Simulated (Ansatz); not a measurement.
Two isomers of C3H7NSi: A = `C#C[SiH2]CN`, B = `NC1=C[SiH2]C1`.

Isolated molecules relaxed with PBE0-D4/def2-TZVP in Ansatz; ΔE leaves out vibrations. CCSD(T)/CBS is the MP2 limit (def2-TZVPP, def2-QZVPP) plus CCSD(T) − MP2 in def2-TZVPP, frozen cores. Functionals use def2-TZVPP. B3LYP here is the variant with VWN-RPA as its local correlation; programs differ in this. Each species was taken in one conformer, which may not be the lowest.

(1) Which is lower in electronic energy at CCSD(T)/CBS, and by how much? (Estimate.)

(2) Give E(B) − E(A) in kcal/mol with r2SCAN-D4, PBE0-D4, B3LYP-D4, MP2/def2-TZVPP, ωB97M-V, HF/def2-TZVPP, PBE-D4. (Best estimate.)

Largest T1 diagnostic: 0.012.

Results:

(1) The calculation gave: B, by 20.2 kcal/mol.

(2) The calculation gave: r2SCAN-D4 -26.5, PBE0-D4 -29.3, B3LYP-D4 -21.4, MP2/def2-TZVPP -21.0, ωB97M-V -23.4, HF/def2-TZVPP -17.1, PBE-D4 -28.0. None reverses the order clearly.

From PBE to PBE0 (25 % exact exchange), in def2-TZVPP and without D4, E(B) − E(A) moves by −1.4 kcal/mol. In def2-TZVPP, CCSD(T) changes the Hartree–Fock value by −3.0 kcal/mol (the triples alone add −0.5 kcal/mol) and MP2 by −3.9 kcal/mol.
